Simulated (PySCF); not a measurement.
Cartesian coordinates in Å; atom numbers follow the order of the lines, from 1:
```xyz
13

C    -2.5059   -0.1013    0.2162
C    -1.1376   -0.1573   -0.2022
C    -0.1694   -0.4560   -1.1429
C     0.2207    0.0589    0.0803
O     1.1257    0.4530    0.8928
C     2.4773    0.3865    0.4634
F     2.6133    1.1187   -0.6362
F     2.7638   -0.8723    0.1508
H    -2.6586    0.6297    1.0095
H    -3.1682    0.0838   -0.6309
H    -2.7839   -1.0835    0.6166
H     0.1016   -0.8160   -2.1128
H     3.1170    0.7564    1.2778
```

Total charge +1.

Geometry: GFN2-xTB; GIAO absolute shieldings from PySCF 2.14, gas phase, non-relativistic, averaged over equivalent atoms.

At PBE0/MINI (45 basis functions, 2.5 s wall time on 1 thread of an AMD EPYC 9R45 96-Core, shared host):
```
     atoms  σ (ppm)
        C2     87.0
        C3     87.8
        C4     94.2
        C6    123.6
        C1    195.8
        O5    149.5
     F7/F8    329.2
       H12    19.97
       H13    21.87
H9/H10/H11    26.46
```

**Question.** What do these become at PBE0/6-311G**?

**Answer.** 
| atoms | σ at PBE0/6-311G** | change |
| --- | --- | --- |
| C2 | 17.7 | -69.3 |
| C3 | 35.2 | -52.6 |
| C4 | 19.3 | -74.9 |
| C6 | 69.1 | -54.5 |
| C1 | 177.2 | -18.6 |
| O5 | 112.7 | -36.8 |
| F7/F8 | 267.7 | -61.5 |
| H12 | 23.02 | +3.05 |
| H13 | 24.62 | +2.75 |
| H9/H10/H11 | 28.65 | +2.19 |

The largest change is at C4 (unsaturated ring carbon). Cost: 174 basis functions, 11 s wall time on 1 thread of an AMD EPYC 9R45 96-Core, shared host. The order of the carbon signals changes between the two levels.
